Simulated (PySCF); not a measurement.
**Optical rotation: `[H]/N=C1\C[C@H]([SeH])[C@@H]1C`, C$_{5}$H$_{9}$NSe**

Geometry:
```json
{"atom": "C1", "x (Å)": "-1.192", "y (Å)": "0.266", "z (Å)": "1.256"}
{"atom": "C2", "x (Å)": "-0.856", "y (Å)": "-0.017", "z (Å)": "-0.200"}
{"atom": "C3", "x (Å)": "0.074", "y (Å)": "-1.188", "z (Å)": "-0.391"}
{"atom": "N4", "x (Å)": "-0.139", "y (Å)": "-2.407", "z (Å)": "-0.237"}
{"atom": "C5", "x (Å)": "1.222", "y (Å)": "-0.307", "z (Å)": "-0.839"}
{"atom": "C6", "x (Å)": "0.229", "y (Å)": "0.864", "z (Å)": "-0.869"}
{"atom": "Se7", "x (Å)": "0.780", "y (Å)": "2.562", "z (Å)": "-0.036"}
{"atom": "H8", "x (Å)": "-0.292", "y (Å)": "0.259", "z (Å)": "1.869"}
{"atom": "H9", "x (Å)": "-1.864", "y (Å)": "-0.502", "z (Å)": "1.628"}
{"atom": "H10", "x (Å)": "-1.673", "y (Å)": "1.238", "z (Å)": "1.348"}
{"atom": "H11", "x (Å)": "-1.782", "y (Å)": "-0.089", "z (Å)": "-0.775"}
{"atom": "H12", "x (Å)": "0.645", "y (Å)": "-3.024", "z (Å)": "-0.440"}
{"atom": "H13", "x (Å)": "1.996", "y (Å)": "-0.216", "z (Å)": "-0.075"}
{"atom": "H14", "x (Å)": "1.695", "y (Å)": "-0.570", "z (Å)": "-1.784"}
{"atom": "H15", "x (Å)": "-0.045", "y (Å)": "1.159", "z (Å)": "-1.885"}
{"atom": "H16", "x (Å)": "1.195", "y (Å)": "1.980", "z (Å)": "1.221"}
```

Computed with PySCF 2.14.0, TDDFT BHandHLYP/aug-cc-pVDZ circular dichroism and optical rotation, one conformer, gas phase. Geometry: GFN2-xTB.

The molecule is flexible and this is one conformer; a measurement averages over conformers. The calculation is non-relativistic, which matters for the atoms heavier than Zn.

Stereocentres: C2 R, C6 S.

Problem. Give the optical rotatory dispersion at 633, 589.3, 546, 436, 405, 365, 355 nm.

Solution. [α] in deg dm⁻¹ (g/mL)⁻¹:
| λ (nm) | origin-invariant length gauge | modified velocity gauge | length gauge (centre of mass) | isotropic polarisability (au) |
| --- | --- | --- | --- | --- |
| 633 | +27.2 | +26.7 | +28.1 | 94.7 |
| 589.3 | +32.6 | +32.0 | +33.7 | 95.1 |
| 546 | +40.0 | +39.1 | +41.2 | 95.6 |
| 436 | +78.1 | +75.7 | +80.2 | 97.8 |
| 405 | +100.7 | +97.2 | +103.2 | 98.8 |
| 365 | +151.0 | +144.9 | +154.3 | 100.6 |
| 355 | +170.3 | +163.1 | +173.9 | 101.2 |

Problem. And for the mirror image at 589.3 nm?

Solution. -32.6 deg dm⁻¹ (g/mL)⁻¹ (origin-invariant length gauge): the same size and the opposite sign.

Problem. What is the molar rotation [Φ] = [α]·M/100 of the geometry above at 589.3 nm?

Solution. With M = 162.10 g/mol, +52.9 deg cm² dmol⁻¹ (origin-invariant length gauge).

The first excitation lies at 5.01 eV (247 nm) with R = -4.9 × 10⁻⁴⁰ esu² cm² (velocity form).
